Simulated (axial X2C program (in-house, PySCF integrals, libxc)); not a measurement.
# NiOH⁺: the levels of the configuration d7 s1

Computed with an axial X2C code built on PySCF integrals: two-component X2C with atomic mean-field Coulomb and Gaunt terms, basis Ni dyall-v3z, O dyall-v3z, H dyall-v3z (cores contracted in-house). Orbitals come from Hartree–Fock averaged over the configuration Ni d7 s1; CI then distributes these electrons over the d, s shells of Ni.

Ni–O–H held linear, bonds 1.664 and 0.950 Å (the second held) (near the minimum of the configuration average).

Lowest levels of this model:

```csv
Ω,energy (cm⁻¹),g∥,configuration
3,0,7.96,97% d8
2,400,4.03,97% d8
1,970,0.07,97% d8
4,2347,10.01,66% d8 + 34% d7 s1
5,2781,14.01,100% d7 s1
4,3239,10.04,99% d7 s1
3,3347,6.04,59% d8 + 41% d7 s1
3,3740,6.07,92% d7 s1 + 8% d8
2,4101,2.06,74% d7 s1 + 26% d8
2,4336,2.23,58% d7 s1 + 42% d8
0,4515,0.00,82% d8 + 18% d7 s1
1,4641,2.03,83% d8 + 17% d7 s1
2,4662,5.75,84% d8 + 16% d7 s1
1,4716,1.93,99% d7 s1
0,5001,0.00,84% d8 + 16% d7 s1
3,6340,9.27,100% d7 s1
1,6414,2.23,100% d7 s1
0,6478,0.00,100% d7 s1
4,6687,11.96,100% d7 s1
0,6984,0.00,99% d7 s1
0,7992,0.00,99% d7 s1
0,8049,0.00,54% d7 s1 + 46% d8
0,8331,0.00,77% d7 s1 + 23% d8
0,8732,0.00,100% d7 s1
4,14567,10.00,71% d7 s1 + 29% d8
```

g∥ is the magnitude of 2⟨Lz + ge Sz⟩ for the +Ω component.

(1) From Ω and g∥ of the lowest level, whose 2⟨Lz + ge Sz⟩ is positive, find ⟨Sz⟩ and ⟨Lz⟩ (ge = 2.0023).

Occupations of the active spinors in the lowest level by ω, shell by shell in order of energy: -5/2: 0.01; -3/2: 0.99 0.99; -1/2: 0.22 0.79 0.00; 1/2: 0.98 0.99 0.03; 3/2: 1.00 1.00; 5/2: 1.00. The leading determinant has weight 0.77 among 39.

This point took 0.62 s on 1 thread of Arm Neoverse V2, with other jobs on the host.

Dynamic correlation is missing, so gaps between terms are too wide and other configurations may lie lower; the lowest level listed is that of this model, not necessarily the ground state. The lowest levels belong to d8, not to the averaged configuration, so orbitals and distance suit them less well. For d shells the ligand-field splittings (σ, π, δ) and their order can be off by a thousand cm⁻¹ or more. At most 4 roots were kept for each Ω > 0 (twice that for Ω = 0) within 3.2 eV of the lowest, so higher up levels can be missing between those listed; levels with Ω > 0 are doubly degenerate and listed once, Ω = 0 levels singly. The molecule was held linear; bending was not examined.

Results:

(1) Ω = ⟨Lz⟩ + ⟨Sz⟩ = 3 and ⟨Lz⟩ + ge⟨Sz⟩ = 3.980, so ⟨Sz⟩ = 0.98 and ⟨Lz⟩ = 2.02.
